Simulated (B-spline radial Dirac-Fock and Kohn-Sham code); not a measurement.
Z = 38 (strontium), transition energy 614 keV. The computed values come from a radial finite-basis atomic code: a Dirac-Hartree-Slater potential of the neutral atom with a Latter tail (no hole, which puts coefficients of high multipoles low close above an edge), finite nucleus with surface currents. Subshells that would emit electrons below 1 keV are left out.

Question: A pure transition shows α(K) = 0.0115, L1/L2 = 4.73 and L1/L3 = 9.56. What is its multipolarity?
A. M1
B. E3
C. E4
D. M2
E. M4
F. E2
G. E1
H. M3

Answer: C. For comparison, α(K), L1/L2, L1/L3 are E1 0.000618, 62.1, 35.9; E2 0.00179, 22.2, 24.3; E3 0.00461, 9.18, 15.1; M1 0.00145, 47.8, 105; M2 0.00423, 27.7, 78.9; M3 0.0111, 18.0, 33.7; M4 0.0284, 12.7, 16.1.
